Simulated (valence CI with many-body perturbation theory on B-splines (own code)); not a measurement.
# Xe⁴⁷⁺: E2, E3, M1, M2 decay

Level of theory: valence CI with perturbative core correlation (CI+MBPT): five valence electrons over a frozen Dirac-Fock core [He], a basis of 11 s, 11 p, 10 d, 8 f, 5 g, 2 h functions for each j, with the one-electron correlation potential Σ1, the two-electron term Σ2, the three-electron term Σ3, Breit, model QED; selected CI, second order for the rest, scaled by the run's own slope (own B-spline code, finite nucleus).

No measured spectrum was set against this ion. As an estimate, large intervals hold to a few tenths of a per cent, small ones and those within an open d or f shell to about a per cent. Among the levels kept, up to 7200 cm⁻¹ of a level comes from second order outside the variational space, and about a tenth of that is noise between levels of different J, which matters for small intervals.

Lines 1 to 50 of 76 in falling wavelength, among levels below 5908.8 eV, chosen from the decays that carry over 1 % of a level's rate. Wavelengths and rates use the calculated energies. Electric multipoles are in the length gauge, E1 and E2 with the static RPA response of the core. S is in atomic units (e²a₀⁴ for E2 and M2, e²a₀⁶ for E3), for M1 in squared Bohr magnetons. Weak lines are less certain than strong ones. Lines between different terms over intervals too small for the method are left out, as are lines whose strength nearly cancels.

Levels are named by their leading jj configuration (3d3/2^4 stands for four electrons in 3d with j = 3/2), which in mixed levels can hold well under half, so a name can repeat and another be missing. Letters in brackets count levels of one name in rising energy.

| λ vac (nm) | Upper | Lower | Type | A (s⁻¹) | S (a.u.) |
| --- | --- | --- | --- | --- | --- |
| 3.847 | (2s^2 2p1/2 2p3/2^2) J=3/2 | (2s^2 2p1/2^2 2p3/2) J=3/2 | M1 | 3.39e+08 | 2.87e+00 |
| 3.833 | (2s^2 2p3/2^3) J=3/2 | (2s^2 2p1/2 2p3/2^2) J=1/2 | M1 | 8.31e+07 | 6.94e-01 |
| 3.622 | (2s^2 2p1/2 2p3/2^2) J=5/2 | (2s^2 2p1/2^2 2p3/2) J=3/2 | M1 | 5.80e+07 | 6.13e-01 |
| 3.496 | (2s^2 2p3/2^3) J=3/2 | (2s^2 2p1/2 2p3/2^2) J=5/2 | M1 | 1.07e+08 | 6.79e-01 |
| 3.319 | (2s^2 2p1/2 2p3/2^2) J=1/2 | (2s^2 2p1/2^2 2p3/2) J=3/2 | M1 | 2.25e+08 | 6.09e-01 |
| 3.309 | (2s^2 2p3/2^3) J=3/2 | (2s^2 2p1/2 2p3/2^2) J=3/2 | M1 | 4.41e+08 | 2.37e+00 |
| 0.2905 | (2s^2 2p1/2 2p3/2 3d5/2) J=9/2 | (2s 2p1/2 2p3/2^3) J=5/2 | E2 | 5.55e+08 | 1.03e-06 |
| 0.2695 | (2s^2 2p1/2 2p3/2 3p1/2) J=3/2 [a] | (2s^2 2p1/2 2p3/2^2) J=1/2 | E2 | 3.84e+10 | 1.95e-05 |
| 0.2690 | (2s^2 2p3/2^2 3d5/2) J=9/2 | (2s 2p1/2 2p3/2^3) J=5/2 | E2 | 9.12e+08 | 1.15e-06 |
| 0.2688 | (2s^2 2p1/2 2p3/2 3p1/2) J=5/2 | (2s^2 2p1/2 2p3/2^2) J=1/2 | E2 | 6.83e+10 | 5.14e-05 |
| 0.2680 | (2s^2 2p1/2 2p3/2 3p1/2) J=1/2 | (2s^2 2p1/2 2p3/2^2) J=5/2 | E2 | 8.26e+10 | 2.04e-05 |
| 0.2674 | (2s^2 2p1/2 2p3/2 3p1/2) J=3/2 [b] | (2s^2 2p1/2 2p3/2^2) J=1/2 | E2 | 2.79e+10 | 1.36e-05 |
| 0.2672 | (2s^2 2p1/2^2 3p1/2) J=1/2 | (2s^2 2p1/2^2 2p3/2) J=3/2 | E2 | 3.73e+11 | 9.06e-05 |
| 0.2670 | (2s^2 2p3/2^2 3p1/2) J=3/2 | (2s^2 2p3/2^3) J=3/2 | E2 | 7.72e+10 | 3.74e-05 |
| 0.2670 | (2s^2 2p1/2 2p3/2 3p1/2) J=5/2 | (2s^2 2p1/2 2p3/2^2) J=5/2 | E2 | 2.14e+11 | 1.56e-04 |
| 0.2669 | (2s^2 2p1/2 2p3/2 3p1/2) J=1/2 | (2s^2 2p1/2 2p3/2^2) J=3/2 | E2 | 1.22e+11 | 2.96e-05 |
| 0.2668 | (2s^2 2p3/2^2 3p1/2) J=5/2 | (2s^2 2p3/2^3) J=3/2 | E2 | 2.54e+11 | 1.84e-04 |
| 0.2665 | (2s^2 2p1/2 2p3/2 3p1/2) J=3/2 [a] | (2s^2 2p1/2 2p3/2^2) J=3/2 | E2 | 2.35e+11 | 1.13e-04 |
| 0.2659 | (2s^2 2p1/2 2p3/2 3p1/2) J=5/2 | (2s^2 2p1/2 2p3/2^2) J=3/2 | E2 | 5.27e+10 | 3.75e-05 |
| 0.2656 | (2s^2 2p1/2 2p3/2 3p1/2) J=3/2 [b] | (2s^2 2p1/2 2p3/2^2) J=5/2 | E2 | 2.11e+11 | 9.95e-05 |
| 0.2647 | (2s^2 2p3/2^2 3p1/2) J=1/2 | (2s^2 2p3/2^3) J=3/2 | E2 | 2.25e+11 | 5.22e-05 |
| 0.2641 | (2s 2p1/2 2p3/2^2 3p3/2) J=9/2 | (2s 2p1/2 2p3/2^3) J=5/2 | E2 | 5.55e+10 | 6.37e-05 |
| 0.2635 | (2s^2 2p1/2 2p3/2 3p3/2) J=3/2 [a] | (2s^2 2p1/2 2p3/2^2) J=1/2 | E2 | 1.28e+10 | 5.81e-06 |
| 0.2627 | (2s 2p1/2^2 2p3/2 3p3/2) J=7/2 | (2s 2p1/2^2 2p3/2^2) J=5/2 | E2 | 1.11e+11 | 9.95e-05 |
| 0.2624 | (2s^2 2p3/2^2 3p3/2) J=7/2 | (2s^2 2p3/2^3) J=3/2 | E2 | 5.13e+10 | 4.56e-05 |
| 0.2622 | (2s^2 2p3/2^2 3p3/2) J=5/2 | (2s^2 2p3/2^3) J=3/2 | E2 | 7.58e+10 | 5.03e-05 |
| 0.2621 | (2s 2p1/2^2 2p3/2 3p3/2) J=1/2 [b] | (2s 2p1/2^2 2p3/2^2) J=3/2 | E2 | 2.02e+11 | 4.47e-05 |
| 0.2621 | (2s^2 2p1/2 2p3/2 3p3/2) J=1/2 [a] | (2s^2 2p1/2 2p3/2^2) J=5/2 | E2 | 3.22e+10 | 7.12e-06 |
| 0.2621 | (2s^2 2p3/2^2 3p3/2) J=1/2 | (2s^2 2p3/2^3) J=3/2 | E2 | 4.02e+10 | 8.88e-06 |
| 0.2619 | (2s^2 2p1/2 2p3/2 3p3/2) J=5/2 [b] | (2s^2 2p1/2 2p3/2^2) J=1/2 | E2 | 5.48e+10 | 3.62e-05 |
| 0.2618 | (2s^2 2p1/2 2p3/2 3p3/2) J=3/2 [a] | (2s^2 2p1/2 2p3/2^2) J=5/2 | E2 | 7.64e+10 | 3.35e-05 |
| 0.2615 | (2s^2 2p1/2 2p3/2 3p3/2) J=5/2 [a] | (2s^2 2p1/2 2p3/2^2) J=3/2 | E2 | 9.48e+10 | 6.21e-05 |
| 0.2614 | (2s^2 2p1/2 2p3/2 3p3/2) J=7/2 | (2s^2 2p1/2 2p3/2^2) J=5/2 | E2 | 1.26e+11 | 1.10e-04 |
| 0.2611 | (2s^2 2p1/2^2 3p3/2) J=3/2 | (2s^2 2p1/2^2 2p3/2) J=3/2 | E2 | 1.88e+11 | 8.14e-05 |
| 0.2610 | (2s^2 2p1/2 2p3/2 3p3/2) J=1/2 [a] | (2s^2 2p1/2 2p3/2^2) J=3/2 | E2 | 1.21e+11 | 2.62e-05 |
| 0.2607 | (2s^2 2p1/2 2p3/2 3p3/2) J=3/2 [a] | (2s^2 2p1/2 2p3/2^2) J=3/2 | E2 | 4.51e+10 | 1.94e-05 |
| 0.2603 | (2s^2 2p1/2 2p3/2 3p3/2) J=7/2 | (2s^2 2p1/2 2p3/2^2) J=3/2 | E2 | 1.46e+10 | 1.25e-05 |
| 0.2603 | (2s^2 2p3/2^2 3p3/2) J=3/2 [a] | (2s^2 2p3/2^3) J=3/2 | E2 | 2.35e+11 | 1.00e-04 |
| 0.2598 | (2s^2 2p1/2 2p3/2 3p3/2) J=1/2 [b] | (2s^2 2p1/2 2p3/2^2) J=5/2 | E2 | 2.48e+11 | 5.25e-05 |
| 0.2587 | (2s^2 2p1/2 2p3/2 3p3/2) J=1/2 [b] | (2s^2 2p1/2 2p3/2^2) J=3/2 | E2 | 1.29e+11 | 2.66e-05 |
| 0.2583 | (2s 2p1/2^2 2p3/2 3p3/2) J=1/2 [b] | (2s 2p1/2^2 2p3/2^2) J=5/2 | E2 | 6.96e+10 | 1.43e-05 |
| 0.2576 | (2s 2p1/2^2 2p3/2 3d5/2) J=9/2 | (2s 2p1/2^2 2p3/2^2) J=5/2 | M2 | 5.38e+09 | 5.45e-06 |
| 0.2561 | (2s^2 2p1/2 2p3/2 3d5/2) J=9/2 | (2s^2 2p1/2 2p3/2^2) J=5/2 | M2 | 5.22e+09 | 5.14e-06 |
| 0.2561 | (2s^2 2p1/2 2p3/2 3d5/2) J=9/2 | (2s^2 2p1/2 2p3/2^2) J=5/2 | E3 | 3.06e+08 | 7.04e-06 |
| 0.2487 | (2s^2 2p3/2^2 3d5/2) J=9/2 | (2s 2p1/2^2 2p3/2^2) J=5/2 | E2 | 2.28e+09 | 1.94e-06 |
| 0.2474 | (2s 2p1/2^2 2p3/2 3d5/2) J=9/2 | (2s^2 2p1/2 2p3/2^2) J=5/2 | E2 | 1.31e+09 | 1.08e-06 |
| 0.2446 | (2s 2p1/2 2p3/2^2 3p3/2) J=9/2 | (2s 2p1/2^2 2p3/2^2) J=5/2 | E2 | 2.01e+11 | 1.57e-04 |
| 0.2444 | (2s^2 2p1/2 2p3/2 3p3/2) J=1/2 [a] | (2s^2 2p1/2^2 2p3/2) J=3/2 | E2 | 7.17e+10 | 1.12e-05 |
| 0.2443 | (2s 2p1/2 2p3/2^2 3p3/2) J=5/2 [d] | (2s 2p1/2^2 2p3/2^2) J=1/2 | E2 | 8.48e+10 | 3.95e-05 |
| 0.2441 | (2s^2 2p1/2 2p3/2 3p3/2) J=3/2 [a] | (2s^2 2p1/2^2 2p3/2) J=3/2 | E2 | 1.59e+11 | 4.94e-05 |
